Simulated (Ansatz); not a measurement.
Pd₃S₂. Total charge 0; singlet. Geometry PBE-D4/def2-SVP; atoms count from 1.

```xyz
5

Pd   -0.914   -1.074   -0.505
Pd    1.301   -0.825    1.203
Pd    0.316    1.466   -0.135
S    -0.696    0.132    1.454
S    -0.008    0.302   -2.017
```

In the def2 sets Pd takes a core potential; there is no spin–orbit coupling. The restricted singlet is unstable towards broken spin symmetry at other levels; at PBE0-D4/def2-TZVP this wasn't settled. The structure comes from a short search, and lower isomers may exist.

Q: Estimate the Mulliken populations from the PBE0/def2-TZVP orbitals of Ansatz.

A: 
| atom | charge (e) | d electrons |
| --- | --- | --- |
| Pd1 | 0.27 | 8.97 |
| Pd2 | 0.24 | 9.24 |
| Pd3 | 0.27 | 8.98 |
| S4 | -0.36 | – |
| S5 | -0.42 | – |
Mulliken values depend strongly on the basis.

Q: And the Mayer bond orders between heavy atoms (over 0.3)?

A: Pd1–Pd2 0.38 (2.81 Å); Pd1–S4 0.85 (2.31 Å); Pd1–S5 1.08 (2.24 Å); Pd2–Pd3 0.36 (2.83 Å); Pd2–S4 0.84 (2.23 Å); Pd3–S4 0.85 (2.31 Å); Pd3–S5 1.07 (2.24 Å).
